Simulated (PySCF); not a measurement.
Compound: C3H4F3PSe.
Geometry (GFN2-xTB, Å), atoms numbered from 1 in this order:
```
atom  x, y, z in Å
C1    -1.8480    0.3376    0.3760
P2    -0.4859   -0.4015   -0.5877
Se3   -0.6342   -2.4106   -1.0644
C4     0.9789    0.0045    0.4346
F5     0.8056   -0.0706    1.7615
C6     2.1859    0.1434   -0.1023
F7     3.3392    0.3061    0.5110
F8     2.3215    0.2005   -1.4203
H9    -2.7648    0.2419   -0.2060
H10   -1.6548    1.3831    0.6093
H11   -1.9584   -0.2385    1.2965
H12   -0.2838    0.5034   -1.6343
```

Theory: TDDFT B3LYP/def2-SVPD, vertical, gas phase, core orbitals frozen in the response (PySCF 2.14.0, density-fitted response routines). The B3LYP/def2-SVPD calculation is non-relativistic and has no spin–orbit coupling, an omission that weighs most on selenium.

Computed states:

| state | E (eV) | f |
| --- | --- | --- |
| S1 | 4.16 | 0.0039 |
| S2 | 4.22 | 0.029 |
| S3 | 4.74 | 0.010 |
| S4 | 4.92 | 0.024 |
| S5 | 5.24 | 0.013 |
| S6 | 5.41 | 0.060 |
| S7 | 5.71 | 0.0014 |
| S8 | 5.84 | 0.028 |

Each state is given a Gaussian of 0.5 eV full width at half maximum, with ε(max) = 2.175×10⁸ f / Δν̃ (Δν̃ the width in cm⁻¹). The cross-section is σ = 3.8235×10⁻²¹ ε cm², given in Mb (10⁻¹⁸ cm²). The width is an assumption, not a result. The curve ends short of the highest state used, and states not computed would add to its high-energy end.

Question: Give the broadened spectrum and its maxima.

Answer: 
(E (eV), σ (Mb)): (3.41, 0.01), (3.49, 0.02), (3.57, 0.07), (3.65, 0.21), (3.73, 0.52), (3.81, 1.13), (3.89, 2.14), (3.97, 3.54), (4.05, 5.08), (4.13, 6.35), (4.21, 6.95), (4.28, 6.78), (4.36, 6.01), (4.44, 5.10), (4.52, 4.56), (4.60, 4.70), (4.68, 5.44), (4.76, 6.47), (4.84, 7.47), (4.92, 8.29), (5.00, 9.10), (5.08, 10.21), (5.16, 11.81), (5.24, 13.64)

Maxima: 293 nm (4.23 eV), ε about 1800, made up of S1 (11%) and S2 (87%) (ε in L mol⁻¹ cm⁻¹; maxima over ε = 5, shares over 10%). At its high-energy end, 5.24 eV, the curve is still rising (ε about 3600, from S4, S5 and S6).

Question: On this curve, what absorbance would a 10⁻⁵ mol/L sample give at 280 nm over a 1 cm path?

Answer: 280 nm is 4.428 eV, where ε is about 1400 L mol⁻¹ cm⁻¹, so A = ε c l ≈ 0.014 (Beer–Lambert, with the gas-phase spectrum and the assumed width).

Question: Coming from long wavelengths, where does ε first pass 100 L mol⁻¹ cm⁻¹?

Answer: At about 335 nm (3.70 eV), 0.46 eV below S1.

Question: What would ε be at 4.23 eV, the highest of these maxima, with half the width (0.25 eV)?

Answer: About 3500 L mol⁻¹ cm⁻¹ against 1820, a factor of about 1.9; a lone state at its own centre would give exactly 2.

One conformer stands for the species.
